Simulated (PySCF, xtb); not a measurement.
C3H9BO2, SMILES COB(C)CO. The values are those of a single conformer.

Harmonic wavenumbers (cm⁻¹) from GFN2-xTB (xtb) at its own minimum, in rising order: 39, 44, 100, 170, 183, 219, 314, 381, 397, 458, 686, 722, 869, 908, 1020, 1070, 1116, 1122, 1157, 1193, 1211, 1314, 1354, 1383, 1411, 1470, 1472, 1473, 1486, 1494, 2851, 2888, 2953, 2963, 2995, 3003, 3015, 3077, 3550.

What does PBE-D3(BJ)/def2-SVP (PySCF) give at its own minimum? (The exact figures need the calculation; the answer reports its results.)

25, 58, 94, 166, 188, 245, 303, 394, 413, 461, 652, 678, 820, 917, 1024, 1074, 1123, 1129, 1149, 1164, 1185, 1254, 1340, 1359, 1377, 1397, 1415, 1419, 1426, 1449, 2862, 2888, 2943, 2960, 3022, 3030, 3058, 3094, 3717. Paired by order, the mean absolute difference is 27 cm⁻¹ and the zero-point energies are 76.5 and 76.2 kcal/mol.
